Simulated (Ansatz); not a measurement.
C3H7N, SMILES `NC1CC1` (charge 0, multiplicity 1).

Cartesian coordinates (Å):
SMILES: NC1CC1
```xyz
11

N      1.6151    -0.0875    -0.1458
C      0.2742     0.2934    -0.4810
C     -0.7988     0.5198     0.5482
C     -0.8246    -0.6991    -0.3349
H      2.1013     0.6708     0.3175
H      1.6184    -0.8790     0.4846
H      0.2266     0.9264    -1.3618
H     -0.5254     0.3751     1.5869
H     -1.5352     1.2959     0.3773
H     -1.5764    -0.7644    -1.1110
H     -0.5751    -1.6513     0.1199
```
Charge 0, spin multiplicity 1.

Frozen-core energies in 6-31g from Ansatz (a first-principles code) at a geometry from PBE0-D3(BJ)/def2-TZVP; the HF reference has <S^2> = 0.00 and the T1 diagnostic is 0.007.

```tsv
level	energy (Ha)
HF	-172.00090
MP2	-172.37879
CCSD	-172.41962
CCSD(T)	-172.42936
```

Estimate the energies of CCSDT and CCSDT(Q), and give each level's difference from CCSDT(Q).


| level | energy (Ha) | difference from CCSDT(Q) (mHa) |
|---|---|---|
| MP2 | -172.37879 | 51.96 |
| CCSD | -172.41962 | 11.14 |
| CCSD(T) | -172.42936 | 1.40 |
| CCSDT | -172.42990 | 0.85 |
| CCSDT(Q) | -172.43075 | 0.00 |
